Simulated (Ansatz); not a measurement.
Ansatz (an electronic-structure program) input (CCSD(T)/cc-pwCVTZ):
A basis named .json is the Basis Set Exchange file of that set.

Ansatz 0.2 input:
```yaml
crystal:
  periodic: [false, false, false]
  atoms:
    - {symbol: C, position_ang: [2.61138497, -0.05887699, -0.61106675]}
    - {symbol: C, position_ang: [1.11733448, 0.23576107, -0.70929090]}
    - {symbol: C, position_ang: [0.34880589, -0.24313114, 0.52715723]}
    - {symbol: C, position_ang: [-1.14013499, 0.06111966, 0.47848545]}
    - {symbol: C, position_ang: [-1.68466437, 0.90221094, 1.32101023]}
    - {symbol: C, position_ang: [-1.94258610, -0.65324190, -0.58009879]}
    - {symbol: H, position_ang: [3.05303590, 0.43353042, 0.25851375]}
    - {symbol: H, position_ang: [3.14395277, 0.28985555, -1.49762114]}
    - {symbol: H, position_ang: [2.79519689, -1.13142613, -0.51211410]}
    - {symbol: H, position_ang: [0.71141918, -0.24069131, -1.60499484]}
    - {symbol: H, position_ang: [0.95652133, 1.31073020, -0.82994344]}
    - {symbol: H, position_ang: [0.47711026, -1.32733283, 0.63145101]}
    - {symbol: H, position_ang: [0.78496400, 0.21255132, 1.41876687]}
    - {symbol: H, position_ang: [-1.36009246, 1.51821620, 2.14552496]}
    - {symbol: H, position_ang: [-3.00296136, -0.42494879, -0.49259445]}
    - {symbol: H, position_ang: [-1.80837792, -1.73536810, -0.49262971]}
    - {symbol: H, position_ang: [-1.61160771, -0.36816656, -1.58153778]}
basis:
  gaussian:
    orbitals: cc-pwCVTZ.json
magnetization: {spin_polarized: true, initial_magnetization: 1}
correlation: {method: ccsd_t, electrons: outside_noble_gas}
```

Output:

```
Functional definition: HF
integrals: 11.39 GiB planned
2352 factors; integrals over basis functions are off by at most 1.3e-3 eV
2.95 GiB of device memory are held for the factors and their scratch space
mean field: 2.97 GiB planned
mean field evaluation 1: about -6352.0001 eV, gradient 2.8e1 eV
mean field evaluation 2: about -6352.0022 eV, gradient 2.8e1 eV
mean field evaluation 4: about -6356.8442 eV, gradient 4.0e0 eV
mean field evaluation 8: about -6357.0296 eV, gradient 5.6e-1 eV
mean field evaluation 16: about -6357.0823 eV, gradient 2.3e-6 eV
mean field evaluation 32: about -6354.3368 eV, gradient 5.8e-1 eV
mean field evaluation 64: about -6354.3402 eV, gradient 1.9e-3 eV
mean field -6357.08227611 eV, -233.6184646620 hartree, gradient 2.3e-6 eV, S^2 0.920877; 1 other end points of the search recorded, 0 dependent functions left out
determinant -6357.08227611 eV, -233.6184646620 hartree, with singles and doubles -6386.57237019 eV, -234.7022056303 hartree
determinant -6354.34020784 eV, -233.5176955115 hartree, with singles and doubles -6383.70391846 eV, -234.5967919736 hartree
6 core orbitals not correlated
reference -6357.08227611 eV, -233.6184646620 hartree; 18, 17 occupied and 388, 389 virtual orbitals, 2352 factors
second order -27.14220257 eV of doubles, -0.00000000 eV of singles
coupled cluster: 42.09 GiB planned
cycle   1  -28.94148629 eV  change    -2.4e0 eV  update   3.3e-2
cycle   2  -29.02287225 eV  change   -8.1e-2 eV  update   7.5e-3
cycle   3  -29.01755770 eV  change    5.3e-3 eV  update   3.6e-3
cycle   4  -29.02173360 eV  change   -4.2e-3 eV  update   1.8e-3
cycle   5  -29.02407048 eV  change   -2.3e-3 eV  update   9.6e-4
cycle   6  -29.02526748 eV  change   -1.2e-3 eV  update   4.0e-4
cycle   7  -29.02596269 eV  change   -7.0e-4 eV  update   1.4e-4
cycle   8  -29.02613822 eV  change   -1.8e-4 eV  update   6.2e-5
cycle   9  -29.02613814 eV  change    8.4e-8 eV  update   3.1e-5
coupled cluster: 42.09 GiB planned
perturbative correction -1.23863514 eV, -0.0455190020 hartree
Total energy: -6387.34704940 eV, -234.7306745661 hartree
```

It need not be the lowest isomer of its formula.

The determinant is spin-contaminated: <S^2> is 0.92 against 0.75 for a pure state.
